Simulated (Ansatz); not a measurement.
A nudged elastic band was laid between two geometries of FH$_{3}$SSi$_{2}$ (7 atoms, charge 0, multiplicity 1).

Level of theory: RKS PBE0-D4/def2-SVP (Ansatz).

| Item | Value |
| --- | --- |
| movable images | 9 |
| climbing image | yes |
| spring | 5.0 eV/Å² |
| optimiser | quadratic models (default) |
| start path | through a guess of the saddle point |
| force threshold | 0.05 eV/Å |
| iteration limit | 60 |
| end points | relaxed |

Initial state:

```xyz
7
Properties=species:S:1:pos:R:3
F -0.120 1.321 -1.780
Si 0.194 0.973 -0.219
Si -0.277 -1.285 0.213
S 0.008 -1.969 2.026
H 1.636 1.234 0.051
H -0.665 1.828 0.648
H -0.776 -2.103 -0.939
```

Final state:

```xyz
7
Properties=species:S:1:pos:R:3
F -1.060 1.489 -1.093
Si 0.225 0.976 -0.237
Si -0.139 -1.295 0.287
S -1.708 -1.867 1.307
H 1.451 1.157 -1.066
H 0.315 1.775 1.018
H 0.916 -2.234 -0.217
```

**Question.** What changes between the two ends?

**Answer.** No bond is made or broken. The dihedral H5–Si2–Si3–S4 goes from 61 to -178°.

**Question.** What energy profile does the band end with?

**Answer.** The run converged. The highest image is number 9 of 0 to 10, 5.9 kJ/mol above the first end and 0.0 kJ/mol above the last; the last end lies 5.8 kJ/mol above the first. The top lies less than 8 meV above the higher end, about what the thresholds resolve: that end is a shoulder or a very shallow well. A vibrational analysis at the climbing image gives no mode beyond 40i cm⁻¹: the surface is too flat there to confirm a saddle point.

```
image  path coordinate (Å)  energy (kJ/mol)  dihedral H5–Si2–Si3–S4 (°)
    0                 0.00              0.0                          61
    1                 0.35              0.2                          72
    2                 0.69              0.7                          84
    3                 1.04              1.4                          97
    4                 1.38              2.4                         109
    5                 1.73              3.4                         122
    6                 2.07              4.3                         134
    7                 2.42              5.1                         147
    8                 2.76              5.6                         159
    9                 3.11              5.9                         171
   10                 3.44              5.8                        -178
```

**Question.** What is the geometry of the highest image?

**Answer.** 
```xyz
7
Properties=species:S:1:pos:R:3
F -1.008 1.473 -1.179
Si 0.221 0.978 -0.234
Si -0.144 -1.296 0.277
S -1.588 -1.854 1.475
H 1.497 1.174 -0.982
H 0.214 1.776 1.023
H 0.807 -2.252 -0.381
```

The band took 5 iterations and about 2.9 core-minutes.

Run time: 2.9 min on 1 thread of Intel(R) Xeon(R) Processor @ 2.70GHz (shared host), peak memory 0.18 GiB.
